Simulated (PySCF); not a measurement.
RbN, HF: how much the basis matters

PySCF, ROHF reference; triplet, unpaired electrons π ↑↑; De to Rb + N without counterpoise correction.

```json
{"basis": "def2-SVP", "relativity": "scalar-relativistic core potentials", "functions": "38", "Re (Å)": "2.685", "ωe (cm⁻¹)": "335", "De (eV)": "-1.07", "μ (D)": "-10.26"}
{"basis": "def2-SVPD", "relativity": "scalar-relativistic core potentials", "functions": "47", "Re (Å)": "2.679", "ωe (cm⁻¹)": "336", "De (eV)": "-1.03", "μ (D)": "-10.21"}
{"basis": "def2-TZVPP", "relativity": "scalar-relativistic core potentials", "functions": "71", "Re (Å)": "2.727", "ωe (cm⁻¹)": "302", "De (eV)": "-0.90", "μ (D)": "-10.88"}
```

Problem. How does each smaller set differ from the one with most functions, def2-TZVPP?

Solution. def2-SVP: -4.2 pm, +10.9 % in ωe, -0.17 eV in De; def2-SVPD: -4.8 pm, +11.3 % in ωe, -0.13 eV in De. All at HF; the set with most functions is neither the basis-set limit nor always the best.

A positive dipole means Rb(−)N(+). Spin–orbit coupling is left out. UHF is strongly spin-contaminated for RbN, so the ROHF reference used there is far from stable. Hartree–Fock leaves out correlation, which carries a large part of most bond energies and some tenths to 1 eV of ionisation energies. A negative De means that the minimum lies above the separated atoms at that level. The state was picked by a PBE0 search and need not be the measured ground state.
